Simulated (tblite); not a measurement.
Species: C4H5BF2O2.
Cartesian coordinates in Å at the GFN2-xTB level; atoms count from 1:
```xyz
14
C4H5BF2O2 angstrom
C     -1.9252   -0.5449    0.4373
C     -0.4708   -0.2176    0.2989
C      0.3750   -1.1050   -0.2174
O      1.7467   -0.8667   -0.3697
C      2.2602    0.2548   -0.0187
O      1.7016    1.2341    0.4703
B      0.0745    1.2252    0.7915
F      0.0222    1.4281    2.1346
F     -0.3941    2.2875    0.0861
H     -2.4616    0.3130    0.8296
H     -2.0569   -1.3841    1.1180
H     -2.3494   -0.8230   -0.5256
H      0.1357   -2.0948   -0.5781
H      3.3414    0.2928   -0.1990
```

Computed values, GFN2-xTB/tblite, gas phase, harmonic and unscaled. This tight-binding method is rough: wavenumbers can miss measured ones by several per cent, in bad cases by 10 to 20. One conformer, not necessarily the lowest. The optimisation stopped once no atom felt more than 0.01 eV/Å.

Lowest wavenumbers of the output (negative numbers stand for imaginary wavenumbers):
```
mode    cm-1
  1    -166.4
  2      36.5
  3     167.8
  4     208.1
  5     213.4
  6     272.5
  7     341.8
  8     355.4
  9     434.6
 10     472.0
```

Task: Is this structure a minimum?

Result: No. 1 mode is imaginary beyond 20i (166i cm⁻¹), so at this level the point lies at or near a first-order saddle.

Task: Which atoms move in the imaginary mode?

Result: 166i: H11 35 %, H12 34 %, H10 29 %. These are shares of the mass-weighted motion.

Task: What is the remedy?

Result: Step along that mode in both directions, optimise again with tighter thresholds and repeat the frequencies. The zero-point energy of this point (57.4 kcal/mol) counts the 35 real modes alone, and thermal corrections from it aren't those of a minimum.
